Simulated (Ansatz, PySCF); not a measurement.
Molecule: sum formula SiNH4, charge 0, multiplicity 2. It need not be the lowest isomer of its formula. 
Structure (B3LYP-D3(BJ)/def2-TZVP (Ansatz, an electronic-structure program) minimum search):
```xyz
6

N      1.1558    -0.3137    -0.3124
Si    -0.4627     0.1681     0.1635
H      1.1601    -1.0363    -1.0369
H     -1.0917    -0.9642     0.8949
H     -1.3071     0.5003    -1.0142
H     -0.3738     1.3424     1.0542
```
Charge 0, spin multiplicity 2.

Quantity: atomisation energy (electronic, to ground-state atoms), in kcal/mol. Valence correlation only, unless marked. UHF or UKS for open shells. No spin-orbit coupling. No relativistic terms. The coupled-cluster limit lacks core correlation, which all-electron functionals hold. CBS marks a two-point X^-3 extrapolation of the correlation energy; Hartree-Fock from the larger set. The bracket is a focal-point correction in the basis named.

| level | program | atomisation energy (kcal/mol) |
|---|---|---|
| HF/6-31G* | Ansatz | 275.9 |
| HF/cc-pV(D+d)Z | Ansatz | 277.5 |
| HF/aug-cc-pV(T+d)Z | Ansatz | 288.0 |
| M06-L/def2-TZVPD | PySCF | 403.2 |

Problem. Predict the RI-MP2/CBS(aug-cc-pV(T+d)Z,aug-cc-pV(Q+d)Z)+[CCSD(T)-MP2]/aug-cc-pV(T+d)Z result (Ansatz).

Solution. 401.1 kcal/mol
